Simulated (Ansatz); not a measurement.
Relaxation of H10OSi4 (15 atoms, charge 0, multiplicity 1), to a largest force component of 0.02 eV/Å in at most 40 steps.

Theory: Ansatz, RKS r2SCAN/STO-3G.

```xyz
15
Properties=species:S:1:pos:R:3
Si 0.000 0.000 0.000
O 0.000 0.000 1.680
Si -1.315 -0.407 2.644
H -2.239 -1.240 1.880
H -0.851 -1.143 3.816
H -1.999 0.809 3.073
H 1.377 0.000 -0.486
Si -1.046 1.812 -0.739
H -2.430 1.478 -1.061
H -1.022 2.844 0.293
H -0.374 2.307 -1.937
Si -1.046 -1.812 -0.739
H -1.703 -2.485 0.377
H -2.045 -1.427 -1.731
H -0.078 -2.717 -1.351
```

Where does it end, and by what steps?

The forces met the threshold. The force dipped under the threshold on the way, but the program's further checks kept it going. Limits of this set-up: minimal basis. After 25 steps the energy has fallen by 0.446 eV; H13 moved furthest, 1.32 Å.

```tsv
step	energy less start (eV)	largest force component (eV/Å)	accepted
0	0.0000	1.051	yes
1	-0.2928	0.621	yes
2	-0.3367	0.377	yes
3	-0.3674	0.132	yes
4	-0.3947	0.081	yes
5	-0.4058	0.247	yes
6	-0.4113	0.161	yes
7	-0.4188	0.026	yes
8	-0.4199	0.135	yes
9	-0.4213	0.066	yes
10	-0.4222	0.051	yes
11	-0.4228	0.020	yes
12	-0.4230	0.107	yes
13	-0.4243	0.059	yes
14	-0.4263	0.008	yes
15	-0.4255	0.248	no
16	-0.4281	0.066	yes
17	-0.4288	0.122	yes
18	-0.4301	0.162	yes
19	-0.4353	0.010	yes
20	-0.4373	0.190	yes
21	-0.4403	0.144	yes
22	-0.4428	0.019	yes
23	-0.4433	0.156	yes
24	-0.4449	0.043	yes
25	-0.4456	0.017	yes
```

```xyz
15
Properties=species:S:1:pos:R:3
Si -0.022 -0.132 0.142
O 0.017 -0.272 1.856
Si -1.505 -0.290 2.625
H -2.348 -1.374 2.145
H -1.250 -0.468 4.037
H -2.233 0.951 2.420
H 1.387 -0.126 -0.210
Si -0.916 1.822 -0.603
H -2.361 1.817 -0.548
H -0.452 2.960 0.160
H -0.539 2.034 -1.984
Si -0.977 -1.919 -0.894
H -0.713 -3.154 -0.189
H -2.412 -1.777 -1.008
H -0.448 -2.054 -2.233
```

Time of the run: 2.4 min on 1 thread of Arm Neoverse V2, on a shared host, peak memory 0.15 GiB.
